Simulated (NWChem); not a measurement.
System: SiH₄O₃; SMILES O[SiH](O)O

Input file for NWChem:

```
start job
memory heap 200 mb stack 900 mb global 1100 mb
geometry units angstroms noautoz
  Si     0.078014    -0.005280     0.481311
  O     -1.347435     0.197018    -0.344444
  O      0.581544    -1.522466     0.066011
  O      1.254850     1.076008     0.074761
  H     -0.122963     0.191193     1.935265
  H     -1.866809     0.979584    -0.140267
  H     -0.109626    -2.108952    -0.255503
  H      1.677772     0.936128    -0.778436
end
basis spherical
  Si library def2-svp
  O library def2-svp
  H library def2-svp
end
dft
  xc xpbe96 cpbe96
  iterations 150
  mulliken
end
task dft energy
```

Excerpt of the output:

```
             Northwest Computational Chemistry Package (NWChem) 7.3.0
             --------------------------------------------------------

 C1  symmetry detected

                             Geometry "geometry" -> ""
                             -------------------------

 Output coordinates in angstroms (scale by  1.889725989 to convert to a.u.)

  No.       Tag          Charge          X              Y              Z
 ---- ---------------- ---------- -------------- -------------- --------------
    1 Si                  14.0000     0.02022285    -0.03437226     0.34346876
    2 O                    8.0000     0.98764113     1.17224591    -0.25892240
    3 O                    8.0000    -1.49667196     0.35479133    -0.18136621
    4 O                    8.0000     0.40144816    -1.54315344    -0.20211003
    5 H                    1.0000     0.14838322    -0.12668945     1.81589128
    6 H                    1.0000     1.90091669     1.19423907     0.03989393
    7 H                    1.0000    -1.62428472     1.27934180    -0.41369025
    8 H                    1.0000     0.15252627    -1.73675021    -1.11146845

 Effective nuclear repulsion energy (a.u.)     187.5218951601

  pbe96 is a nonlocal functional; adding pw91lda local functional.

                                 NWChem DFT Module
                                 -----------------

 Summary of "ao basis" -> "ao basis" (spherical)
 ------------------------------------------------------------------------------
       Tag                 Description            Shells   Functions and Types
 ---------------- ------------------------------  ------  ---------------------
 Si                         def2-svp                 8       18   4s3p1d
 O                          def2-svp                 6       14   3s2p1d
 H                          def2-svp                 3        5   2s1p

            General Information
            -------------------
          SCF calculation type: DFT
          Wavefunction type:  closed shell.
          No. of atoms     :     8
          No. of electrons :    42
           Alpha electrons :    21
            Beta electrons :    21
          Charge           :     0
          Spin multiplicity:     1
          Use of symmetry is: off; symmetry adaption is: off
          Maximum number of iterations: 150
          AO basis - number of functions:    80
                     number of shells:    38
          Convergence on energy requested:  1.00D-06
          Convergence on density requested:  1.00D-05
          Convergence on gradient requested:  5.00D-04

              XC Information
              --------------
          PerdewBurkeErnzerhof Exchange Functional  1.000
            Perdew 1991 LDA Correlation Functional  1.000 local
           PerdewBurkeErnz. Correlation Functional  1.000 non-local

             Grid Information
             ----------------
          Grid used for XC integration:  medium
          Radial quadrature: Mura-Knowles
          Angular quadrature: Lebedev.
          Tag              B.-S. Rad. Rad. Pts. Rad. Cut. Ang. Pts.
          ---              ---------- --------- --------- ---------
          Si                  1.10       88           8.0       590
          O                   0.60       49          10.0       434
          H                   0.35       45          10.0       434
          Grid pruning is: on
          Number of quadrature shells:   415
          Spatial weights used:  Erf1

      Superposition of Atomic Density Guess
      -------------------------------------

 Sum of atomic energies:        -514.80912197

      Non-variational initial energy
      ------------------------------

 Total energy =    -516.051668
 1-e energy   =   -1084.067896
 2-e energy   =     380.494333
 HOMO         =      -0.431300
 LUMO         =       0.060063

     ---------------------------------------------
      Total Density - Mulliken Population Analysis
     ---------------------------------------------

    Atom       Charge   Shell Charges
 -----------   ------   -------------------------------------------------------
    1 Si  14    12.64   2.00  1.99  0.83  0.12  5.93  0.88  0.51  0.38
    2 O    8     8.77   1.99  1.10  0.63  3.09  1.95  0.00
    3 O    8     8.76   1.99  1.10  0.63  3.09  1.94  0.00
    4 O    8     8.76   1.99  1.10  0.63  3.09  1.94  0.00
    5 H    1     1.11   0.70  0.41  0.01
    6 H    1     0.65   0.52  0.07  0.06
    7 H    1     0.65   0.52  0.07  0.06
    8 H    1     0.65   0.52  0.07  0.06

   convergence    iter        energy       DeltaE   RMS-Dens  Diis-err
 ---------------- ----- ----------------- --------- --------- ---------
 d= 0,ls=0.0,diis     1   -516.9209310786 -7.04D+02  2.20D-02  1.13D+00
 d= 0,ls=0.0,diis     2   -516.7402392898  1.81D-01  1.36D-02  3.10D+00
 d= 0,ls=0.0,diis     3   -517.0379765975 -2.98D-01  1.38D-03  3.44D-02
 d= 0,ls=0.0,diis     4   -517.0411205713 -3.14D-03  2.91D-04  9.42D-04
 d= 0,ls=0.0,diis     5   -517.0411751643 -5.46D-05  1.41D-04  3.61D-04
  Resetting Diis
 d= 0,ls=0.0,diis     6   -517.0412082550 -3.31D-05  3.07D-05  1.08D-05
 d= 0,ls=0.0,diis     7   -517.0412093315 -1.08D-06  1.44D-05  3.88D-07
 d= 0,ls=0.0,diis     8   -517.0412093040  2.75D-08  7.73D-06  7.10D-07

         Total DFT energy =     -517.041209303993
      One electron energy =    -1087.961694254228
           Coulomb energy =      431.314921020570
    Exchange-Corr. energy =      -47.916331230431
 Nuclear repulsion energy =      187.521895160095

 Numeric. integr. density =       41.999998307681

                       DFT Final Molecular Orbital Analysis
                       ------------------------------------

 Vector   19  Occ=2.000000D+00  E=-2.753186D-01
              MO Center=  1.0D-01,  2.7D-01, -1.1D-01, r^2= 3.0D+00
   Bfn.  Coefficient  Atom+Function         Bfn.  Coefficient  Atom+Function
  ----- ------------  ---------------      ----- ------------  ---------------
    24      0.413076  2 O  pz                27      0.300159  2 O  pz
    38     -0.295143  3 O  pz                41     -0.227733  3 O  pz
    50     -0.196836  4 O  px                53     -0.153777  4 O  px
    52      0.149660  4 O  pz                36      0.139919  3 O  px
    51     -0.138936  4 O  py                61     -0.129466  5 H  s

 Vector   20  Occ=2.000000D+00  E=-2.621646D-01
              MO Center= -9.3D-03,  1.8D-01,  9.2D-02, r^2= 3.1D+00
   Bfn.  Coefficient  Atom+Function         Bfn.  Coefficient  Atom+Function
  ----- ------------  ---------------      ----- ------------  ---------------
    38      0.327932  3 O  pz                24      0.316940  2 O  pz
    51      0.269837  4 O  py                41      0.237581  3 O  pz
    27      0.231877  2 O  pz                62     -0.205078  5 H  s
    61     -0.199228  5 H  s                 54      0.193811  4 O  py
    23      0.172811  2 O  py                26      0.122154  2 O  py

 Vector   21  Occ=2.000000D+00  E=-2.573155D-01
              MO Center=  3.4D-02, -1.9D-01, -9.0D-02, r^2= 3.1D+00
   Bfn.  Coefficient  Atom+Function         Bfn.  Coefficient  Atom+Function
  ----- ------------  ---------------      ----- ------------  ---------------
    50      0.361432  4 O  px                23      0.320725  2 O  py
    38     -0.303176  3 O  pz                53      0.267530  4 O  px
    26      0.241506  2 O  py                41     -0.223188  3 O  pz
    62      0.136125  5 H  s                 37     -0.131529  3 O  py
    52     -0.132122  4 O  pz                51      0.127629  4 O  py

 Vector   22  Occ=0.000000D+00  E= 1.556304D-02
              MO Center=  4.2D-01,  3.2D-01, -3.2D-01, r^2= 6.0D+00
   Bfn.  Coefficient  Atom+Function         Bfn.  Coefficient  Atom+Function
  ----- ------------  ---------------      ----- ------------  ---------------
    67      0.677496  6 H  s                  4      0.586401  1 Si s
    21     -0.586606  2 O  s                 72      0.541288  7 H  s
    77      0.525149  8 H  s                 49     -0.469520  4 O  s
    35     -0.437917  3 O  s                 62     -0.349404  5 H  s
    20     -0.173772  2 O  s                 25     -0.160036  2 O  px

 Vector   23  Occ=0.000000D+00  E= 3.878494D-02
              MO Center=  4.5D-02,  6.2D-01,  1.1D-01, r^2= 5.5D+00
   Bfn.  Coefficient  Atom+Function         Bfn.  Coefficient  Atom+Function
  ----- ------------  ---------------      ----- ------------  ---------------
    72     -0.686575  7 H  s                 35      0.665584  3 O  s
    67      0.639295  6 H  s                 21     -0.536627  2 O  s
    11      0.519370  1 Si px                12      0.215084  1 Si py
    25     -0.214639  2 O  px                71     -0.180047  7 H  s
     8      0.177135  1 Si px                53     -0.170802  4 O  px

 Vector   24  Occ=0.000000D+00  E= 4.389661D-02
              MO Center=  1.3D-01, -4.7D-01, -4.4D-01, r^2= 5.5D+00
   Bfn.  Coefficient  Atom+Function         Bfn.  Coefficient  Atom+Function
  ----- ------------  ---------------      ----- ------------  ---------------
    77      0.855026  8 H  s                 49     -0.764064  4 O  s
    12     -0.456811  1 Si py                67     -0.446343  6 H  s
    35      0.384653  3 O  s                 21      0.367021  2 O  s
    11      0.357868  1 Si px                72     -0.329357  7 H  s
    55      0.208427  4 O  pz                76      0.207350  8 H  s

     ---------------------------------------------
      Total Density - Mulliken Population Analysis
     ---------------------------------------------

    Atom       Charge   Shell Charges
 -----------   ------   -------------------------------------------------------
    1 Si  14    13.35   2.00  1.98  0.95  0.03  5.92  1.21  0.71  0.55
    2 O    8     8.37   1.99  1.07  0.63  2.89  1.78  0.01
    3 O    8     8.35   1.99  1.07  0.63  2.89  1.76  0.01
    4 O    8     8.34   1.99  1.08  0.62  2.89  1.76  0.01
    5 H    1     1.13   0.74  0.38  0.01
    6 H    1     0.82   0.68  0.07  0.07
    7 H    1     0.82   0.68  0.07  0.07
    8 H    1     0.82   0.68  0.07  0.07

     -------------------------------------------
      Total Density - Lowdin Population Analysis
     -------------------------------------------

    Atom       Charge   Shell Charges
 -----------   ------   -------------------------------------------------------
    1 Si  14    13.54   2.00  1.92  0.59  0.28  5.81  1.22  0.88  0.84
    2 O    8     8.21   1.97  0.88  0.60  2.72  2.03  0.01
    3 O    8     8.20   1.97  0.88  0.60  2.72  2.02  0.01
    4 O    8     8.19   1.97  0.88  0.60  2.71  2.01  0.01
    5 H    1     1.12   0.65  0.44  0.02
    6 H    1     0.92   0.56  0.18  0.19
    7 H    1     0.91   0.55  0.18  0.19
    8 H    1     0.92   0.55  0.18  0.18

     Multipole analysis of the density
     ---------------------------------

     L   x y z        total         alpha         beta         nuclear
     -   - - -        -----         -----         ----         -------
     0   0 0 0     -0.000000    -21.000000    -21.000000     42.000000

     1   1 0 0      0.365148      0.182574      0.182574     -0.000000
     1   0 1 0      0.453239      0.226619      0.226619      0.000000
     1   0 0 1     -0.327763     -0.163881     -0.163881      0.000000

     2   2 0 0    -20.616593    -69.794681    -69.794681    118.972769
     2   1 1 0     -0.175008     -0.010281     -0.010281     -0.154445
     2   1 0 1      0.956191     -0.274758     -0.274758      1.505708
     2   0 2 0    -22.007320    -77.358844    -77.358844    132.710368
     2   0 1 1      2.155337     -0.003561     -0.003561      2.162460
     2   0 0 2    -21.525591    -24.124663    -24.124663     26.723736
```

Level: PBE/def2-SVP. Geometry: optimised at PBE0/def2-SVP.
